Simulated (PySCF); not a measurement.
Species: C₅H₃F₃.
Numbering: `[CH:1]#[C:2]/[C:3]([F:4])=[C:5](\[F:6])[CH2:7][F:8]` (hydrogens: H9 on C1; H10, H11 on C7)

Method: PBE0-D3(BJ)/def2-SVP geometry optimisation, gas phase in PySCF 2.14.0; density fitting, grid level 1; the optimiser is geomeTRIC in internal coordinates, started from a GFN2-xTB structure with every atom displaced at random (about 0.01 Å).

Step 6: E = -13357.1343 eV
```
atom  x, y, z in Å  |  force x, y, z in eV/Å
C1      3.0621   -0.1627   -0.1961    0.112   0.072  -0.088
C2      1.8717   -0.2104    0.0251   -0.032  -0.111   0.077
C3      0.4904   -0.3115    0.3205   -0.086   0.027  -0.036
F4      0.1685   -0.9941    1.4249    0.040   0.031  -0.033
C5     -0.4984    0.2165   -0.4249   -0.004  -0.002   0.021
F6     -0.1897    0.8955   -1.5240    0.026   0.004   0.030
C7     -1.9464    0.1222   -0.1195   -0.003  -0.030  -0.017
F8     -2.4365    1.3218    0.3307   -0.003   0.024  -0.009
H9      4.1141   -0.0995   -0.4137   -0.041  -0.015   0.031
H10    -2.1108   -0.6534    0.6425   -0.007   0.014   0.014
H11    -2.4874   -0.1507   -1.0421   -0.001  -0.015   0.009
```

Step 7: E = -13357.1361 eV
```
atom  x, y, z in Å  |  force x, y, z in eV/Å
C1      3.0615   -0.1598   -0.2007    0.005   0.050  -0.041
C2      1.8714   -0.2204    0.0231    0.027  -0.072   0.044
C3      0.4892   -0.3214    0.3189   -0.008   0.049  -0.055
F4      0.1704   -1.0051    1.4218    0.004  -0.005   0.002
C5     -0.4982    0.2142   -0.4222   -0.020   0.007   0.006
F6     -0.1875    0.9001   -1.5166    0.025  -0.008   0.026
C7     -1.9468    0.1238   -0.1190   -0.005  -0.005   0.005
F8     -2.4351    1.3301    0.3164    0.002   0.005  -0.016
H9      4.1139   -0.0875   -0.4110   -0.024  -0.016   0.014
H10    -2.1145   -0.6423    0.6519   -0.003   0.011   0.009
H11    -2.4868   -0.1579   -1.0393   -0.003  -0.016   0.006
```

Step 8: E = -13357.1383 eV
```
atom  x, y, z in Å  |  force x, y, z in eV/Å
C1      3.0588   -0.1544   -0.2107   -0.093   0.012   0.024
C2      1.8707   -0.2391    0.0188    0.049   0.009   0.020
C3      0.4879   -0.3397    0.3178    0.092   0.009  -0.119
F4      0.1723   -1.0531    1.4001   -0.045  -0.026   0.089
C5     -0.4966    0.2174   -0.4100   -0.020   0.023  -0.023
F6     -0.1798    0.9232   -1.4897    0.006  -0.005   0.021
C7     -1.9468    0.1288   -0.1157   -0.015   0.040   0.022
F8     -2.4426    1.3529    0.2593    0.009  -0.031  -0.012
H9      4.1111   -0.0643   -0.4085    0.017  -0.016  -0.022
H10    -2.1179   -0.6021    0.6880    0.005   0.003   0.000
H11    -2.4796   -0.1957   -1.0261   -0.005  -0.018  -0.001
```

Question: Estimate the geometry and energy of step 9. (The exact step hangs on the optimiser's Hessian estimate; all steps are aligned on step 8, rigid shifts and turns removed.)

Answer: E = -13357.1391 eV, largest force 0.080 eV/Å
```
atom  x, y, z in Å  |  force x, y, z in eV/Å
C1      3.0582   -0.1555   -0.2117   -0.061   0.006   0.016
C2      1.8709   -0.2414    0.0200    0.024   0.007   0.012
C3      0.4880   -0.3418    0.3161    0.059   0.026  -0.047
F4      0.1696   -1.0523    1.4010   -0.030  -0.030   0.040
C5     -0.4957    0.2215   -0.4083   -0.007   0.019  -0.013
F6     -0.1772    0.9366   -1.4809   -0.003  -0.017   0.001
C7     -1.9463    0.1281   -0.1164   -0.009   0.028   0.018
F8     -2.4487    1.3515    0.2501    0.005  -0.019  -0.010
H9      4.1100   -0.0681   -0.4132    0.017  -0.011  -0.018
H10    -2.1145   -0.5987    0.6916    0.004   0.000   0.002
H11    -2.4768   -0.2061   -1.0249   -0.001  -0.009  -0.001
```

The energy changes by -0.0007 eV. The first-order estimate −F·Δx gives -0.0010 eV and the mean of the old and new forces, exact on a quadratic surface, -0.0006 eV. The step makes an angle of 80° with the force vector and moves no atom by more than 0.016 Å.

What follows is the cost of the whole optimisation. Time: 77 s wall; peak memory 0.50 GiB. Hardware: one thread, Arm Neoverse V1 (aarch64), shared host.
